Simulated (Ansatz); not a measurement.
**A geometry optimisation of C3H8BF with r2SCAN-D4/def2-SVP**

The starting geometry of this gas-phase triplet was optimised with GFN2-xTB as a singlet; its bonds are those of `CCB(C)F`.

```xyz
13

C    -2.1378   -0.3244   -1.1477
C    -0.9204   -0.5370   -2.0507
C     1.7494    0.1975   -2.4129
B     0.4013    0.2087   -1.5887
F     0.3887    0.8892   -0.4509
H    -2.3933    0.7314   -1.0983
H    -3.0010   -0.8706   -1.5231
H    -1.9255   -0.6667   -0.1376
H    -1.1718   -0.2292   -3.0700
H    -0.7135   -1.6094   -2.1220
H     2.0148    1.2115   -2.7093
H     2.5735   -0.1580   -1.7971
H     1.7083   -0.4125   -3.3093
```

Task: Predict what becomes of its bonds when it is optimised with r2SCAN-D4/def2-SVP.

Result: It loosens into CH3BF + C2H5, which stay close as a complex. Contacts that open: C2–B4 (1.59 → 2.51 Å).

The energy falls by 1.60 eV over 26 steps:

```tsv
step	E − E(last) (eV)
1	1.603
4	0.716
7	0.170
9	0.087
12	0.012
15	0.001
18	0.000
20	0.000
23	0.000
26	0.000
```

Final geometry (Å):

```xyz
13

C    -2.1919   -0.3889   -1.1936
C    -1.0893   -0.8453   -2.0726
C     1.7166    0.3453   -2.4705
B     0.5821    0.9680   -1.5831
F     0.5245    0.7817   -0.2639
H    -2.5048    0.6407   -1.4331
H    -3.0892   -1.0295   -1.3200
H    -1.9132   -0.4298   -0.1298
H    -1.1065   -0.6135   -3.1425
H    -0.4412   -1.6710   -1.7612
H     2.5708    1.0467   -2.4179
H     2.0710   -0.6319   -2.0976
H     1.4440    0.2580   -3.5316
```

The end wasn't checked by frequencies. Open shells are spin-unrestricted. The triplet needn't be the ground state. Run with Ansatz 0.2.0, 2.7 min on 2 threads of Intel(R) Xeon(R) Processor @ 2.70GHz, with other jobs on the host.
